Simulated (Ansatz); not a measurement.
# Molecular dynamics of BH7N2O

Input file:

```yaml
crystal:
  periodic: [false, false, false]
  atoms:
    - { symbol: B, position_ang: [-0.093369, 0.335609, 0.03758] }
    - { symbol: H, position_ang: [-0.367993, -0.231756, 1.396434] }
    - { symbol: O, position_ang: [1.216963, -0.0315, -0.289464] }
    - { symbol: H, position_ang: [1.236021, -0.740735, -0.940073] }
    - { symbol: "N", position_ang: [-1.203058, 0.057112, -0.875707] }
    - { symbol: H, position_ang: [-1.296072, -0.922372, -1.138605] }
    - { symbol: H, position_ang: [-2.119789, 0.363862, -0.558684] }
    - { symbol: "N", position_ang: [-0.12922, 1.796657, 0.658438] }
    - { symbol: H, position_ang: [-0.842628, 2.434403, 0.308011] }
    - { symbol: H, position_ang: [0.790581, 2.23463, 0.68113] }
    - { symbol: H, position_ang: [-0.339432, 0.860288, 1.488441] }
basis:
  gaussian: { orbitals: def2-SVP }
hamiltonian:
  xc: r2scan
  dispersion: d4
md:
  timestep: 0.5
  n_steps: 200
  ensemble: nve
  temperature: 300.0
  initial_velocities: maxwell_boltzmann
  seed: 2976
```

Command:

```bash
$ ansatz run input.yaml --threads 2 --pin off --max-ram 3072MiB --backend cpu --events-out ev --progress --plain --runs-dir out
```

It starts at the highest image of a converged band. Of that band: Neighbouring images differ by up to 1.7 eV, so the band resolves the path poorly. A vibrational analysis at the climbing image gives 2 clearly imaginary modes (1379i, 98i cm⁻¹): a point of higher order, so a lower path passes nearby.

Output, in part (step lines, the closing report, with atoms numbered from 0):

```
md step     0: t =     0.00 fs  T =   300.0 K  F+E_penalty+E_count = -5810.74328964 eV  E_kin = 0.349002 eV  conserved = -5810.39428764 eV  (29 SCF iters)
md step     1: t =     0.50 fs  T =   290.2 K  F+E_penalty+E_count = -5810.73169433 eV  E_kin = 0.337594 eV  conserved = -5810.39410003 eV  (31 SCF iters)
md step     2: t =     1.00 fs  T =   265.3 K  F+E_penalty+E_count = -5810.70202097 eV  E_kin = 0.308614 eV  conserved = -5810.39340687 eV  (31 SCF iters)
md step     3: t =     1.50 fs  T =   234.4 K  F+E_penalty+E_count = -5810.66524566 eV  E_kin = 0.272717 eV  conserved = -5810.39252825 eV  (30 SCF iters)
md step     4: t =     2.00 fs  T =   208.8 K  F+E_penalty+E_count = -5810.63492690 eV  E_kin = 0.242953 eV  conserved = -5810.39197360 eV  (31 SCF iters)
md step     5: t =     2.50 fs  T =   195.5 K  F+E_penalty+E_count = -5810.61955985 eV  E_kin = 0.227489 eV  conserved = -5810.39207059 eV  (30 SCF iters)
md step     6: t =     3.00 fs  T =   193.4 K  F+E_penalty+E_count = -5810.61773520 eV  E_kin = 0.225045 eV  conserved = -5810.39269011 eV  (32 SCF iters)
md step     7: t =     3.50 fs  T =   194.8 K  F+E_penalty+E_count = -5810.62000828 eV  E_kin = 0.226635 eV  conserved = -5810.39337302 eV  (32 SCF iters)
[... lines left out ...]
Total energy: -5812.00619865 eV, -213.5872882813 hartree
Atom 0 at     0.030242     0.840934    -0.531209 Å, force    -0.974860    -2.652477     2.710931 eV/Å
Atom 1 at    -1.904752    -6.187157     7.799513 Å, force     0.044431     0.327819    -0.957421 eV/Å
Atom 2 at     1.248050     0.091393    -0.262218 Å, force    -1.460488    -0.103099    -1.904084 eV/Å
Atom 3 at     1.253596    -0.780137    -0.740821 Å, force    -0.061874     1.269142     0.669046 eV/Å
Atom 4 at    -1.283719     0.062397    -0.709582 Å, force     2.087493     0.206112    -0.706662 eV/Å
Atom 5 at    -1.256395    -0.958858    -0.961295 Å, force     0.006810     1.570588     0.246873 eV/Å
Atom 6 at    -2.109538     0.520985    -1.098555 Å, force     0.268035    -0.173982     0.071018 eV/Å
Atom 7 at     0.023815     2.129378     0.093155 Å, force     0.357323    -0.912838    -1.267509 eV/Å
Atom 8 at    -0.796680     2.687542     0.215193 Å, force    -0.272586     0.411334    -0.012284 eV/Å
Atom 9 at     0.919731     2.580801     0.182847 Å, force     0.050122     0.385143     0.192658 eV/Å
Atom 10 at    -1.870008    -5.931489     7.053762 Å, force    -0.044407    -0.327742     0.957434 eV/Å
Dipole moment:    -0.263537     0.013238    -0.347875 e Å
```

The steps, from the saved trajectory:

```csv
time (fs),T (K),potential energy less start (eV),conserved less start (meV/atom)
0,300,0.000,0.00
3,193,0.126,0.15
6,107,0.227,0.20
9,164,0.159,0.05
12,161,0.164,0.14
15,188,0.133,0.20
18,396,-0.111,0.11
21,759,-0.532,0.18
24,1314,-1.179,0.07
27,1702,-1.631,-0.01
30,1784,-1.726,0.08
33,1707,-1.635,0.12
36,1547,-1.448,0.15
39,1428,-1.310,0.15
42,1413,-1.294,0.07
45,1409,-1.289,0.12
48,1426,-1.308,0.21
51,1581,-1.489,0.10
54,1745,-1.680,0.07
57,1811,-1.757,0.11
60,1798,-1.743,0.04
63,1609,-1.522,0.13
66,1413,-1.292,0.19
69,1375,-1.249,0.09
72,1431,-1.315,0.06
75,1491,-1.384,0.16
78,1614,-1.528,0.12
81,1699,-1.626,0.08
84,1738,-1.672,0.07
87,1699,-1.626,0.11
90,1615,-1.529,0.10
93,1486,-1.378,0.14
96,1378,-1.253,0.17
99,1386,-1.262,0.10
```

All steps were run. The conserved energy stayed within 0.23 meV per atom of its start (net change 0.19 meV per atom), so the integration is sound. The kinetic energy rose, since the run started high on the potential surface and went downhill. It ends in pieces (BH5N2O + H2), so much of that is their flight and rotation, not heat. A run of 0.1 ps of so small a system gives no equilibrium averages. The orbitals stay closed-shell, which can raise the energy where a bond breaks towards radicals; this wasn't checked here.

Between its relaxed ends the band would form B1–N8, H2–H11 and break B1–H2, N8–H11. These pairs go: B1–N8 1.59 → 1.43 Å, H2–H11 1.10 → 0.79 Å, B1–H2 1.50 → 11.07 Å, N8–H11 1.27 → 10.82 Å. In the last frame they stand as after the step (other bonds may differ from the relaxed reactants and products). It ends as BH5N2O + H2. Pairs count as bonded within 1.25 times the sum of covalent radii (0.12 Å more for H–H).

Last frame:

```xyz
11
Properties=species:S:1:pos:R:3
B 0.030 0.841 -0.531
H -1.905 -6.187 7.800
O 1.248 0.091 -0.262
H 1.254 -0.780 -0.741
N -1.284 0.062 -0.710
H -1.256 -0.959 -0.961
H -2.110 0.521 -1.099
N 0.024 2.129 0.093
H -0.797 2.688 0.215
H 0.920 2.581 0.183
H -1.870 -5.931 7.054
```

The run took 4 min on 2 threads of INTEL(R) XEON(R) PLATINUM 8581C CPU @ 2.10GHz (Emerald Rapids) (shared host), peak memory 0.17 GiB.
